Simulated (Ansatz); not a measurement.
Species: trifluoromethoxyethene, C3H3F3O (charge 0, singlet). 
Coordinates optimised at B3LYP-D3(BJ)/def2-TZVP (Ansatz, an electronic-structure program):
```xyz
10

C     -2.2349     0.1603    -0.0348
C     -1.4833    -0.9235     0.0330
O     -0.0991    -1.0123     0.0540
C      0.6759     0.0947     0.0027
F      1.9442    -0.3035     0.0392
F      0.4643     0.9238     1.0393
F      0.4895     0.8061    -1.1224
H     -1.8449     1.1647    -0.0849
H     -3.3073     0.0330    -0.0404
H     -1.8821    -1.9254     0.0829
```

Property: atomisation energy (electronic, to ground-state atoms), in kcal/mol. Cores are frozen in the correlated levels unless marked. UHF or UKS for open shells. Spin-orbit coupling is left out. No relativistic terms. The coupled-cluster limit lacks core correlation, which all-electron functionals hold. Basis-set limits of correlation are two-point, X^-3; Hartree-Fock from the larger set.

```tsv
level	program	atomisation energy (kcal/mol)
revPBE-D4/def2-TZVPD	Ansatz + dftd4	1007.3
```

**Question.** Estimate the value at CCSD(T)/CBS(cc-pVTZ,cc-pVQZ) as computed with Ansatz.

**Answer.** 1001.7 kcal/mol, so revPBE-D4/def2-TZVPD differs from it by 5.6 kcal/mol.
